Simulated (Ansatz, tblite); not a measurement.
Cost and result up the ladder for SbH2I (4 atoms). The state is a singlet with charge 0. Geometry: r2SCAN-D4/def2-TZVP.

```tsv
atom	x (Å)	y (Å)	z (Å)
Sb1	-0.2026	0.8024	0.2632
H2	-0.5229	-0.4596	1.3762
H3	1.4613	0.3971	0.2922
I4	-0.7358	-0.7399	-1.9316
```

Ansatz on 4 threads of Arm Neoverse V2 on a shared host; xTB runs through tblite on one thread. Times are rough, summed over both states, and most runs start from the orbitals of an earlier one. CCSD(T)/def2-TZVPP serves as the yardstick here, not as an exact answer. The other state is a doublet.

In the def2 sets I, Sb take a core potential; there is no spin–orbit coupling. The xTB rows come from tblite. Correlated methods freeze 8 core orbitals; core or outer-core shells of Sb, I are correlated, in sets that lack core-valence functions. In CCSD on the charge 1 doublet the largest single amplitude is 0.18, so its Hartree–Fock determinant may place the open shell otherwise than the density functionals do.

Correlated methods converge slowly with the basis.

Raw xTB energies of ions are shifted by several eV.

```tsv
level	functions	wall time	vertical IE (eV)	difference from CCSD(T)/def2-TZVPP (eV)
GFN1-xTB	22	0.004 s	14.98	5.72
GFN2-xTB	20	0.004 s	14.23	4.96
PBE-D4/def2-TZVP	112	1.6 s	9.00	-0.26
PBE0-D4/def2-TZVP	112	2.7 s	9.20	-0.07
r2SCAN-D4/def2-TZVP	112	3.7 s	9.14	-0.13
CCSD(T)/def2-TZVPP	128	22 s	9.27	0.00
```
